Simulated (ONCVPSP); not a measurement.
Pseudopotential generation for rhenium: ONCV, PBE, scalar-relativistic.

- Element: Re
- Generator: ONCVPSP 4.0.1
- Type: optimised norm-conserving Vanderbilt (ONCV)
- Functional: PBE
- Relativity: scalar-relativistic
- Frozen core: [Kr] 4d10 4f14
- Valence charge: 15
- Reference configuration: 5s2 5p6 5d5 6s2
- Partial waves: 5s+6s: rc 1.85 bohr, ncon 3, nbas 6, qcut 6.5 1/bohr, 3 projectors, debl 1 Ha; 5p: rc 1.40 bohr, ncon 4, nbas 8, qcut 5.4 1/bohr, 1 projector; 5d: rc 1.75 bohr, ncon 5, nbas 8, qcut 5.7 1/bohr, 2 projectors, debl 3.7 Ha
- Local potential: polynomial inside 1.05 bohr (lpopt 5, dvloc0 0 Ha)
- Core correction: Teter function, fcfact 2.75, rcfact 1.25

Poles of the logarithmic derivatives, all-electron (AE) and pseudo (PS). s: poles at -2.9, 4.4 (AE) and -2.9, 4.4 (PS) Ha. p: poles at 0.4 (AE) and 0.2, 4.2 (PS) Ha. d: poles at 1.3 (AE) and 1.3 (PS) Ha. Test radii: s 1.88, p 1.42, d 1.77 bohr.

- Cutoffs needed: 82 Ha and 106 Ha (the cutoffs (Ha) at which the residual kinetic energy of the hardest occupied pseudo-wave falls to 1 and 0.1 mHa per electron)
- Ghost test: no bound ghost flagged; GHOST(+) flagged for s at 149.1 eV
- Largest excitation error: -13 meV (all-electron minus pseudo) for 5s2 5p6 5d5 6s0, out of 4 test configurations
- rms error of d²Exc/dni dnj: 7.11 mHa without and 2.06 mHa with the model core
